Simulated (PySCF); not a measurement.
acetylene (C$_{2}$H$_{2}$), singlet, geometry from GFN2-xTB; PBE0/def2-SVP (PySCF).

The PySCF input:
```python
from pyscf import gto, scf, dft, solvent

mol = gto.Mole()
mol.atom = '''
    C    -0.000000   -0.000000   -0.596862
    C     0.000000    0.000000    0.596862
    H     0.000000    0.000000    1.646575
    H    -0.000000   -0.000000   -1.646575
'''
mol.basis = 'def2-svp'
mol.charge = 0
mol.spin = 0
mol.verbose = 4
mol.build()

mf = dft.RKS(mol)
mf.xc = 'pbe0'
mf.kernel()
```

Task: Write the output that PySCF gives for this input, abridged.

Result: 
```
PySCF version 2.14.0

[INPUT] verbose = 4
[INPUT] num. atoms = 4
[INPUT] num. electrons = 14
[INPUT] charge = 0
[INPUT] spin (= nelec alpha-beta = 2S) = 0
[INPUT] symmetry False subgroup None
[INPUT] Mole.unit = angstrom
[INPUT] Symbol           X                Y                Z      unit          X                Y                Z       unit  Magmom
[INPUT]  1 C      0.000000000000   0.000000000000  -0.596862000000 AA    0.000000000000   0.000000000000  -1.127905714160 Bohr   0.0
[INPUT]  2 C      0.000000000000   0.000000000000   0.596862000000 AA    0.000000000000   0.000000000000   1.127905714160 Bohr   0.0
[INPUT]  3 H      0.000000000000   0.000000000000   1.646575000000 AA    0.000000000000   0.000000000000   3.111575793556 Bohr   0.0
[INPUT]  4 H      0.000000000000   0.000000000000  -1.646575000000 AA    0.000000000000   0.000000000000  -3.111575793556 Bohr   0.0

nuclear repulsion = 24.9993989035124
number of shells = 18
number of NR pGTOs = 62
number of NR cGTOs = 38
basis = def2-svp
ecp = {}

******** <class 'pyscf.dft.rks.RKS'> ********
method = RKS
initial guess = minao
damping factor = 0
level_shift factor = 0
DIIS = <class 'pyscf.scf.diis.CDIIS'>
diis_start_cycle = 1
diis_space = 8
diis_damp = 0
SCF conv_tol = 1e-09
SCF conv_tol_grad = None
SCF max_cycles = 50
direct_scf = True
direct_scf_tol = 1e-13
XC library pyscf.dft.libxc version 7.1.2
    S. Lehtola, C. Steigemann, M. J. T. Oliveira, and M. A. L. Marques,  SoftwareX 7, 1–5 (2018)
XC functionals = pbe0
    C. Adamo and V. Barone,  J. Chem. Phys. 110, 6158 (1999)
    M. Ernzerhof and G. E. Scuseria,  J. Chem. Phys. 110, 5029 (1999)
radial grids:
    Treutler-Ahlrichs [JCP 102, 346 (1995); DOI:10.1063/1.469408] (M4) radial grids

becke partition: Becke, JCP 88, 2547 (1988); DOI:10.1063/1.454033
pruning grids: <function nwchem_prune>
grids dens level: 3
symmetrized grids: False
atomic radii adjust function: <function treutler_atomic_radii_adjust>
small_rho_cutoff = 0
Set gradient conv threshold to 3.16228e-05
Initial guess from minao.
tot grids = 47856
init E= -77.2742350153393
  HOMO = -0.351045376937989  LUMO = -0.0264865156986381  gap/eV = 8.83170
cycle= 1 E= -77.1464676524724  delta_E= 0.128  |g|= 0.277  |ddm|=  2.2
  HOMO = -0.253476349444231  LUMO = 0.082646156709161  gap/eV = 9.14636
cycle= 2 E= -77.1544933801456  delta_E= -0.00803  |g|= 0.212  |ddm|= 0.588
  HOMO = -0.309679679488628  LUMO = 0.0446831188070494  gap/eV = 9.64270
cycle= 3 E= -77.1670515886421  delta_E= -0.0126  |g|= 0.00913  |ddm|= 0.208
  HOMO = -0.306827532794778  LUMO = 0.047718802204169  gap/eV = 9.64770
cycle= 4 E= -77.1670778549268  delta_E= -2.63e-05  |g|= 0.00126  |ddm|= 0.0134
  HOMO = -0.307223804727886  LUMO = 0.0472888666337316  gap/eV = 9.64678
cycle= 5 E= -77.1670782966167  delta_E= -4.42e-07  |g|= 3.53e-05  |ddm|= 0.00191
  HOMO = -0.307214343841342  LUMO = 0.0472941137440786  gap/eV = 9.64667
cycle= 6 E= -77.167078297051  delta_E= -4.34e-10  |g|= 2e-06  |ddm|= 5.69e-05
  HOMO = -0.307213703197689  LUMO = 0.0472947784031061  gap/eV = 9.64667
Extra cycle  E= -77.167078297053  delta_E= -1.99e-12  |g|= 3.93e-07  |ddm|= 4.6e-06
converged SCF energy = -77.167078297053
```
